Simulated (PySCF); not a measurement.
Isomers of C4H13NSi4, mass 187.013 u with the commonest isotopes. Method: PySCF 2.14.0, PBE0-D3(BJ)/def2-SVP geometry optimisation, gas phase. One conformer each, none proved a minimum here; rigid rotors.

Question: Order these by rotational constant B, largest first.
A. `[CH:1]#[C:2][Si:3]1([N:4]([CH3:5])[CH3:6])[SiH2:7][SiH2:8][SiH2:9]1` with C2–Si3–N4–C5 -36°
B. `[SiH3:1][SiH2:2][SiH2:3][SiH2:4][n:5]1[cH:6][cH:7][cH:8][cH:9]1` with Si1–Si2–Si3–Si4 -104°, Si2–Si3–Si4–N5 32°, Si3–Si4–N5–C6 48°
C. `[SiH3]N([SiH3])C1=C[SiH2]C=C[SiH2]1`

Answer: B (766.8 MHz), A (622.1 MHz), C (575.4 MHz).

Question: Order these by rotational constant C, largest first.
A. `[CH:1]#[C:2][Si:3]1([N:4]([CH3:5])[CH3:6])[SiH2:7][SiH2:8][SiH2:9]1` with C2–Si3–N4–C5 -36°
B. `[SiH3:1][SiH2:2][SiH2:3][SiH2:4][n:5]1[cH:6][cH:7][cH:8][cH:9]1` with Si1–Si2–Si3–Si4 -104°, Si2–Si3–Si4–N5 32°, Si3–Si4–N5–C6 48°
C. `C1=C[SiH2]C(=C[SiH2]1)N([SiH3])[SiH3]`

Answer: A (554.3 MHz), B (500.1 MHz), C (420.5 MHz).

Question: Order these by out-of-plane moment Σ m c² = (Ia + Ib − Ic)/2, smallest first.
A. `[CH:1]#[C:2][Si:3]1([N:4]([CH3:5])[CH3:6])[SiH2:7][SiH2:8][SiH2:9]1` with C2–Si3–N4–C5 -36°
B. `[SiH3:1][SiH2:2][SiH2:3][SiH2:4][n:5]1[cH:6][cH:7][cH:8][cH:9]1` with Si1–Si2–Si3–Si4 -104°, Si2–Si3–Si4–N5 32°, Si3–Si4–N5–C6 48°
C. `[SiH3]N([SiH3])C1=C[SiH2]C=C[SiH2]1`

Answer: C (25.09 u·Å²), B (91.86 u·Å²), A (195.37 u·Å²).

```tsv
SMILES	point group	Ia (u·Å²)	Ib (u·Å²)	Ic (u·Å²)	κ	μa (D)	μb (D)	μc (D)
[SiH3][SiH2][SiH2][SiH2]n1cccc1	C1	535.21	659.06	1010.55	0.20	0.47	1.11	0.10
C#C[Si]1(N(C)C)[SiH2][SiH2][SiH2]1	C1	490.15	812.37	911.77	-0.72	1.38	0.16	0.07
[SiH3]N([SiH3])C1=C[SiH2]C=C[SiH2]1	C1	373.80	878.24	1201.86	-0.67	0.27	0.52	0.07
```
